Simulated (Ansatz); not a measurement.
Molecule: C₅H₉O (charge -1, singlet). It need not be the lowest isomer of its formula. Whether it binds its extra electron was not tested at this geometry. 
Geometry from a B3LYP-D3(BJ)/def2-TZVP (Ansatz, a program for electronic structure) optimisation:
```xyz
15

C      2.5963     0.6260    -0.2536
C      1.3159    -0.0489     0.2348
C      0.0388     0.5530    -0.3462
C     -1.2070    -0.2853     0.0217
O     -1.1558    -1.5075    -0.3188
C     -2.2264     0.3758     0.6753
H      2.6087     1.6907     0.0024
H      2.6827     0.5542    -1.3424
H      3.4929     0.1707     0.1813
H      1.3194    -1.1103    -0.0239
H      1.2657     0.0057     1.3285
H      0.1240     0.5555    -1.4417
H     -0.0707     1.5937    -0.0206
H     -2.1532     1.4302     0.9138
H     -3.1294    -0.1533     0.9615
```
Charge -1, spin multiplicity 1.

Total electronic energies in hartree. Valence correlation only, unless marked. No spin-orbit coupling. No relativistic terms. CBS(X,Y): correlation extrapolated as X^-3; Hartree-Fock from the larger set. [CCSD(T)-MP2]/basis is that difference in the basis named.

| level | program | energy (Eh) |
|---|---|---|
| HF/6-31G | Ansatz | -269.28960 |
| RI-HF/aug-cc-pVQZ | Ansatz | -269.53315 |
| B3LYP/def2-TZVPD | Ansatz | -271.29860 |
| PBE0/def2-TZVP | Ansatz | ? |
| r2SCAN0-D4/def2-TZVPD | Ansatz + dftd4 | -271.09770 |
| CAM-B3LYP-D4/def2-TZVPD | Ansatz + dftd4 | ? |
| LC-wPBE-D3(BJ)/def2-TZVPD | Ansatz + dftd3 | ? |
| CCSD(T)/aug-cc-pVTZ | Ansatz | -270.73830 |
| RI-MP2/CBS(aug-cc-pVTZ,aug-cc-pVQZ)+[CCSD(T)-MP2]/aug-cc-pVTZ | Ansatz | -270.8610 |

Problem. Fill in the missing entries.

Solution. 
- PBE0/def2-TZVP, energy (Eh): -270.95732
- CAM-B3LYP-D4/def2-TZVPD, energy (Eh): -271.15858
- LC-wPBE-D3(BJ)/def2-TZVPD, energy (Eh): -271.12306
